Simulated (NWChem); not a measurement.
System: Si₃H₈O; SMILES O[SiH]([SiH3])[SiH3]

Input file for NWChem:

```
start job
memory heap 200 mb stack 900 mb global 1100 mb
geometry units angstroms noautosym nocenter noautoz
  Si    -0.539720     0.000871    -0.448867
  O     -2.055916    -0.003332     0.273731
  Si     0.697139    -1.925371     0.113151
  Si     0.692552     1.926704     0.124457
  H     -0.795500     0.005100    -1.919298
  H     -2.063526    -0.008485     1.235614
  H      0.900539    -1.982699     1.596185
  H     -0.009086    -3.173557    -0.311194
  H      2.042037    -1.880294    -0.542330
  H      0.901266     1.973235     1.607114
  H      2.035132     1.891269    -0.536358
  H     -0.019482     3.175710    -0.287604
end
basis spherical
  * library def2-svp
end
dft
  xc m05-2x
  iterations 150
end
cosmo
  do_cosmo_smd true
  solvent dcm
end
task dft energy
```

The geometry was optimised at PBE0/def2-SVP. Solvent: dichloromethane.

Level: M05-2X/def2-SVP with SMD (1 M gas to 1 M solution), gas-phase geometry. Reactions with the solvent are ignored.

Q: Give the results of this calculation. (M05-2X/def2-SVP, SMD on the gas-phase geometry.) Quantities: solvation free energy (kcal/mol); cavity-dispersion-structure term (kcal/mol); dipole in solution (D).

A: 
| Property | Value |
|---|---|
| solvation free energy (kcal/mol) | -3.7 |
| cavity-dispersion-structure term (kcal/mol) | -0.4 |
| dipole in solution (D) | 1.35 |
